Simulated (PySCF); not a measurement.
Computed IR spectrum (relative IR intensity) of a molecule C₂H₄Cl₂Ge. The structure is a stationary point at r2SCAN-D4/def2-SVP. One conformer was computed; it need not be the lowest. All values below come from r2SCAN-D4/def2-SVP (PySCF). Frequencies are harmonic and unscaled.

Lines under 2 % of the strongest are left out, and lines within 2 cm⁻¹ are merged.

```tsv
ν (cm⁻¹)	relative intensity
146	3.3
176	4.0
336	4.3
408	32
432	81
513	34
602	21
714	79
739	90
985	21
994	6.3
1017	21
1257	4.2
1403	17
1660	2.9
2179	100
3124	8.1
```

### Question
Pick the molecule that these values belong to.
(A) Cl/C=[CH]\[GeH2][Cl]
(B) C=[CH][GeH]([Cl])[Cl]
(C) C=[C](Cl)[GeH2][Cl]
(D) ClC(Cl)=[CH][GeH3]

### Answer
B, C=[CH][GeH]([Cl])[Cl]
